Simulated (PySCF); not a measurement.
C7H12P (charge +1).
SMILES with atom numbers: `[CH2:1]=[CH:2][C:3]1=[C:4]([CH3:5])[PH2+:6][CH2:7][CH2:8]1` (hydrogens: H9, H10 on C1; H11 on C2; H12, H13, H14 on C5; H15, H16 on P6; H17, H18 on C7; H19, H20 on C8)
Bond orders are those of one Lewis drawing.

Method: PySCF, PBE0/6-31G* geometry optimisation, gas phase; density fitting, grid level 1; the optimiser is geomeTRIC in internal coordinates, started from a GFN2-xTB structure.

Step 0: E = -16722.9878 eV
```
atom  x, y, z in Å  |  force x, y, z in eV/Å
C1      2.8350   -0.0900   -0.8319    0.058  -0.070  -0.013
C2      1.7275    0.6067   -0.5770   -0.188   0.308   0.034
C3      0.4664    0.0359   -0.1654   -0.291  -0.299   0.065
C4     -0.6066    0.7809    0.2154   -0.311   0.228   0.087
C5     -0.7681    2.2602    0.3305    0.018  -0.204   0.011
P6     -1.9535   -0.2887    0.6672    1.133  -0.197  -0.410
C7     -1.1693   -1.8405    0.1546    0.086  -0.248  -0.060
C8      0.3031   -1.4620   -0.1225   -0.155   0.127   0.080
H9      2.8932   -1.1615   -0.7467   -0.009  -0.385   0.020
H10     3.7406    0.4097   -1.1278    0.297   0.175  -0.098
H11     1.7548    1.6824   -0.6693    0.074   0.241  -0.021
H12    -1.6921    2.5813   -0.1504   -0.116   0.182  -0.114
H13     0.0599    2.7896   -0.1296    0.129   0.165  -0.093
H14    -0.8204    2.5585    1.3784    0.010   0.141   0.192
H15    -2.2913   -0.2472    2.0072   -0.157  -0.004   0.575
H16    -3.1432   -0.0315    0.0176   -0.542   0.120  -0.308
H17    -1.6594   -2.1955   -0.7563   -0.075  -0.004   0.012
H18    -1.2659   -2.6204    0.9114   -0.071  -0.035   0.047
H19     0.9536   -1.8600    0.6585    0.076  -0.128   0.100
H20     0.6305   -1.8973   -1.0668    0.034  -0.115  -0.107
```

Q: Estimate the geometry and energy of step 1. (The exact step hangs on the optimiser's Hessian estimate; all steps are aligned on step 0, rigid shifts and turns removed.)

A: E = -16723.0344 eV, largest force 0.245 eV/Å
```
atom  x, y, z in Å  |  force x, y, z in eV/Å
C1      2.8188   -0.0910   -0.8480    0.027  -0.010  -0.007
C2      1.7222    0.6227   -0.5559    0.029  -0.013  -0.002
C3      0.4528    0.0403   -0.1548   -0.021   0.095   0.004
C4     -0.6230    0.7977    0.2177    0.043  -0.174  -0.026
C5     -0.7635    2.2821    0.3262   -0.024   0.074   0.018
P6     -1.9375   -0.3085    0.6510   -0.203   0.097   0.097
C7     -1.1589   -1.8702    0.1570   -0.013   0.046   0.001
C8      0.3059   -1.4641   -0.1143    0.020  -0.078  -0.016
H9      2.8516   -1.1768   -0.8073   -0.005   0.022  -0.008
H10     3.7408    0.4057   -1.1357   -0.017  -0.013   0.008
H11     1.7782    1.7059   -0.6082   -0.013  -0.001   0.009
H12    -1.6721    2.6401   -0.1715    0.005  -0.017  -0.001
H13     0.0810    2.8013   -0.1322   -0.009  -0.023   0.009
H14    -0.8164    2.6012    1.3748    0.002  -0.004  -0.011
H15    -2.3053   -0.2807    2.0153    0.039  -0.004  -0.134
H16    -3.1581   -0.0538   -0.0113    0.128  -0.045   0.056
H17    -1.6579   -2.2377   -0.7445    0.007   0.004  -0.008
H18    -1.2651   -2.6331    0.9323    0.013   0.011   0.004
H19     0.9604   -1.8688    0.6672   -0.006   0.020  -0.011
H20     0.6412   -1.9016   -1.0607   -0.001   0.014   0.018
```

The energy changes by -0.0466 eV. The first-order estimate −F·Δx gives -0.1087 eV and the mean of the old and new forces, exact on a quadratic surface, -0.0465 eV. The step makes an angle of 69° with the force vector and moves no atom by more than 0.075 Å.

The cost below is that of the whole optimisation. The run took 42 s wall on an Intel Xeon 6975P-C with one thread, no GPU, on a shared host, and the process peaked at 0.63 GiB of memory.
